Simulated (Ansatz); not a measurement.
Coupled-cluster diagnostics for [closo-2-(I)B5H4]2- (B5H4I²⁻), Ansatz.

Geometry of the singlet (PBE0-D4/def2-SVPD):

```csv
atom,x (Å),y (Å),z (Å)
B1,0.3891,-0.4674,-0.6578
B2,-0.8108,0.7525,-0.1676
B3,0.8610,0.9975,-0.0617
B4,-0.9491,-0.8917,0.2107
B5,0.2708,-0.1039,1.0806
I6,1.3939,-1.6758,-2.3575
H7,-1.6944,1.5665,-0.3960
H8,1.7123,1.8535,-0.2120
H9,-1.7712,-1.7828,0.3115
H10,0.5985,-0.2485,2.2499
```

In the def2 sets I takes a core potential; there is no spin–orbit coupling. Correlated methods freeze 9 core orbitals; core or outer-core shells of I are correlated, in sets that lack core-valence functions. A multiply charged anion in the gas phase is held together partly by the finite basis.

Task: Estimate the CCSD(T) correlation energy, the shares of MP2 and (T), T1 and the reference's ⟨S²⟩ for: charge -2, singlet, own geometry in def2-SVPD; and the rough time on 4 threads of Arm Neoverse V2 on a shared host.

Result: 
```json
{"state": "charge -2, singlet, own geometry", "basis": "def2-SVPD", "correlation (eV)": "-19.462", "MP2 share (%)": "90.6", "(T) share (%)": "5.0", "T1": "0.013", "⟨S²⟩ (pure)": "0.00 (0.00)", "wall time": "43 s", "remarks": "HOMO above zero"}
```
Customary marks for T1 are 0.02 (closed shells), 0.045 (open shells) and about 0.05 (3d metals). T1 stays under 0.02 throughout.
